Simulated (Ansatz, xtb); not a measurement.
**Isomers of C5H3NSe in order of energy**

5 gas-phase structures of C5H3NSe, from a drawn sample of its isomers (lower ones may exist). Each was relaxed with GFN2-xTB:

A. `C#Cc1cn[se]c1`, a singlet
B. `C#Cc1c[se]cn1`, a singlet
C. `N#Cc1ccc[se]1`, a singlet
D. `C#Cc1ncc[se]1`, a singlet
E. `N#Cc1cc[se]c1`, a singlet

Task: Which do you expect lowest at r2SCAN-D4/def2-SVP//GFN2-xTB, and how would the others follow?

Result: Calculated order at r2SCAN-D4/def2-SVP//GFN2-xTB: C (0.0), E (3.9), D (140.6), B (146.9), A (163.0) kJ/mol. Less than 1 kcal/mol parts C and E, so the order within that pair means little.

Energies above the lowest of each column, in kJ/mol; the last columns are at r2SCAN-D4/def2-SVP geometries and were run for some of them only (a dash: not run or not comparable):

| structure | GFN2-xTB | HF/STO-3G | r2SCAN-D4/def2-SVP//GFN2-xTB | r2SCAN-D4/def2-SVP | CCSD(T)/def2-SVP + ΔMP2/def2-TZVPP |
| --- | --- | --- | --- | --- | --- |
| C | 0.0 | 1.8 | 0.0 | 0.0 | 1.3 |
| E | 0.9 | 0.0 | 3.9 | 3.9 | 0.0 |
| D | 58.5 | 198.7 | 140.6 | 139.4 | 150.5 |
| B | 62.2 | 193.8 | 146.9 | – | – |
| A | 57.6 | 202.5 | 163.0 | – | – |

CCSD(T)/def2-SVP + ΔMP2/def2-TZVPP has C and E within 1 kcal/mol of each other at the bottom, and every level picks one of them. CCSD(T)/def2-SVP + ΔMP2/def2-TZVPP orders those it was run on as E (0.0), C (1.3), D (150.5) kJ/mol. Less than 1 kcal/mol parts E and C, so the order within that pair means little. Frequencies (GFN2-xTB) were run for C, D, E alone. ΔMP2 is the change of the MP2 energy from the smaller to the larger basis.

Over these structures GFN2-xTB departs from r2SCAN-D4/def2-SVP//GFN2-xTB by 42.8 kJ/mol on average once a common shift is removed. A GFN2-xTB relaxation took about 0.066 s and the r2SCAN-D4/def2-SVP//GFN2-xTB energy about 1.6 s on a shared host (Ansatz 0.2.0, xtb 6.7.1).
